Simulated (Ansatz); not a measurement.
`C[CH](F)[InH][F]` + H₂Se → `[F][InH][SeH]` + `CCF` at 700 K and 1 bar (ligand exchange at the In–C bond).

Computed with Ansatz on PBE0-D4/def2-TZVP structures; ΔE is electronic, products minus reactants. CCSD(T)/CBS is the MP2 limit (def2-TZVPP, def2-QZVPP) plus CCSD(T) − MP2 in def2-TZVPP, frozen cores. def2 core potentials past Kr. For In, Se outer-core shells are correlated without core-valence functions, which leaves a few kJ/mol of doubt a bond. Scalar relativity is left out up to krypton. One conformer a species, not always the lowest.

```tsv
species	CCSD(T)/CBS energy (Eh)	H − E (kJ/mol)	S (J/(mol·K))
`C[CH](F)[InH][F]`	-468.51677	247.8	489.0
H₂Se	-2401.89790	61.1	251.1
`[F][InH][SeH]`	-2691.57127	93.0	403.5
`CCF`	-178.90141	224.7	331.8
```

H − E and S are ideal-gas, rigid-rotor, harmonic terms from PBE0-D4/def2-TZVP, for one conformer and one mirror image of each species. 1 Eh = 2625.50 kJ/mol, R = 8.31446 J/(mol·K).

**Question.** By hand: ΔE, ΔH, ΔS and ΔG.

**Answer.** ΔE = (-2691.57127) + (-178.90141) − (-468.51677) − (-2401.89790) = -0.05801 Eh = -152.3 kJ/mol. Δ(H − E) = 93.0 + 224.7 − 247.8 − 61.1 = 8.8, so ΔH = -143.5 kJ/mol. ΔS = 403.5 + 331.8 − 489.0 − 251.1 = -4.8 J/(mol·K). ΔG = -143.5 − 700 × (-4.8)/1000 = -140.1 kJ/mol.

**Question.** By hand: the equilibrium constant, and the temperature at which ΔG would vanish if ΔH and ΔS stayed fixed.

**Answer.** log₁₀ K = −ΔG/(RT ln 10) = 10.5. ΔG = 0 at ΔH/ΔS = 29896 K, far beyond where these terms or the molecules hold.

The number of gas molecules stays the same, so ΔS is small and ΔH decides. A doubt of 5 kJ/mol in ΔE shifts log₁₀ K by 0.4 here. Other conformers and mirror images would add mixing entropy, several J/(mol·K) or more a flexible species. Modes under 60 cm⁻¹, often nearly free rotors, make the harmonic entropy too high. These are equilibria of isolated gas molecules and say nothing of rates. Largest T1 diagnostic: 0.015 (customary marks: 0.02 for closed shells, 0.045 for open ones).
